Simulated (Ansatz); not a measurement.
Geometry optimisation, RKS PBE0-D4/def2-SVP (Ansatz 0.2.0).

Input:

```yaml
crystal:
  periodic: [false, false, false]
  atoms:
    - { symbol: In, position_ang: [-2.4668, 0.322, -0.4489] }
    - { symbol: "N", position_ang: [-0.1, -0.4586, -0.4679] }
    - { symbol: C, position_ang: [0.7427, -0.5671, 0.7154] }
    - { symbol: H, position_ang: [-0.2564, 0.8371, -0.7242] }
    - { symbol: Cl, position_ang: [-1.179, 2.479, -0.909] }
    - { symbol: H, position_ang: [0.4067, -0.8058, -1.277] }
    - { symbol: H, position_ang: [0.899, -1.6234, 0.9588] }
    - { symbol: H, position_ang: [1.7214, -0.0901, 0.5946] }
    - { symbol: H, position_ang: [0.2324, -0.093, 1.5583] }
basis:
  gaussian: { orbitals: def2-SVP }
hamiltonian:
  xc: pbe0
  dispersion: d4
relax:
  f_tol: 0.15
  max_steps: 25
  restrain:
    - { distance: [3, 1], at: 2.32, k: 30.0 }
    - { distance: [0, 1], at: 2.13, k: 30.0 }
    - { distance: [0, 3], at: 1.73, k: 30.0 }
output:
  orbitals: {}
```

Command:

```bash
$ ansatz run input.yaml --threads 2 --pin off --max-ram 3072MiB --backend cpu --events-out ev --progress --plain --runs-dir out
```

Question: Where does it end, and by what steps?

Answer: The forces met the threshold. The restraints hold the end off the free minimum. After 7 steps the energy has risen by 1.921 eV (the restraints' own energy left out); H4 moved furthest, 0.93 Å. Parted: In1–Cl5 (2.55 → 3.06 Å). Joined: In1–H4 (2.29 → 1.82 Å), H4–Cl5 (1.89 → 1.35 Å).

| step | energy less start (eV) | largest force component (eV/Å) | accepted |
| --- | --- | --- | --- |
| 0 | 0.0000 | 4.289 | yes |
| 1 | 1.3672 | 3.579 | yes |
| 2 | 2.1612 | 2.884 | yes |
| 3 | 2.2636 | 2.987 | yes |
| 4 | 1.9836 | 2.220 | yes |
| 5 | 1.8890 | 2.105 | yes |
| 6 | 1.9096 | 2.180 | yes |
| 7 | 1.9208 | 2.028 | yes |

```xyz
9
Properties=species:S:1:pos:R:3
In -2.146 0.109 -0.416
N -0.178 -0.695 -0.363
C 0.736 -0.663 0.748
H -0.960 1.430 -0.824
Cl -0.722 2.716 -1.160
H 0.300 -0.915 -1.237
H 1.242 -1.634 0.916
H 1.536 0.097 0.654
H 0.193 -0.444 1.682
```

Time of the run: 45 s on 2 threads of Arm Neoverse N1 (shared host), peak memory 0.22 GiB.
